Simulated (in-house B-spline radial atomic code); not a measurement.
**Ionising the samarium ion Sm³⁺ with different functionals**

Computed with a radial B-spline atomic code at the basis-set limit: four-component Dirac-Coulomb Hamiltonian, Fermi nucleus of rms radius 5.0819 fm, spin-restricted, spherical fractional occupations for the functionals. The ionisation energy is the difference of two self-consistent energies, [Xe] 4f5 → [Xe] 4f4, without Breit or QED terms; ε is the level of the shell that loses the electron (mean over j). The electron is taken from both j subshells in proportion to 2j + 1, so the result is a j average, not the step between ground levels.

Hybrids are left out here: with spherical fractional occupations of an open shell their exact exchange keeps a self-interaction that integer-occupation calculations don't have.

```json
{"method": "LDA VWN5", "rung": "LDA", "ΔSCF (eV)": "42.26", "-ε(4f) (eV)": "32.73"}
{"method": "relativistic LDA", "rung": "LDA", "ΔSCF (eV)": "?", "-ε(4f) (eV)": "?"}
{"method": "LDA PW92", "rung": "LDA", "ΔSCF (eV)": "42.25", "-ε(4f) (eV)": "32.72"}
{"method": "LDA exchange-only", "rung": "LDA", "ΔSCF (eV)": "40.41", "-ε(4f) (eV)": "30.94"}
{"method": "PBE", "rung": "GGA", "ΔSCF (eV)": "41.90", "-ε(4f) (eV)": "32.39"}
{"method": "PBEsol", "rung": "GGA", "ΔSCF (eV)": "41.95", "-ε(4f) (eV)": "32.44"}
{"method": "BLYP", "rung": "GGA", "ΔSCF (eV)": "?", "-ε(4f) (eV)": "?"}
{"method": "RPBE", "rung": "GGA", "ΔSCF (eV)": "41.83", "-ε(4f) (eV)": "32.32"}
{"method": "PW91", "rung": "GGA", "ΔSCF (eV)": "42.00", "-ε(4f) (eV)": "32.48"}
{"method": "BP86", "rung": "GGA", "ΔSCF (eV)": "42.01", "-ε(4f) (eV)": "32.49"}
{"method": "AM05", "rung": "GGA", "ΔSCF (eV)": "42.00", "-ε(4f) (eV)": "32.47"}
{"method": "OLYP", "rung": "GGA", "ΔSCF (eV)": "42.35", "-ε(4f) (eV)": "32.76"}
```

**Question.** What does BLYP give?

**Answer.** ΔSCF 41.71 eV, and -ε(4f) = 32.21 eV.

**Question.** What does relativistic LDA give?

**Answer.** ΔSCF 42.42 eV, and -ε(4f) = 32.88 eV.

**Question.** How do they compare with the NIST value?

**Answer.** NIST lists 41.6 eV ± 0.11 (semi-empirical, ground level to ground level). Errors run from -1.23 to +0.78 eV; BLYP is closest (+0.07 eV), but part of that can be cancellation, since the calculations leave out Breit-QED terms, spin polarisation, the choice among j levels, multiplet and fine-structure energies.
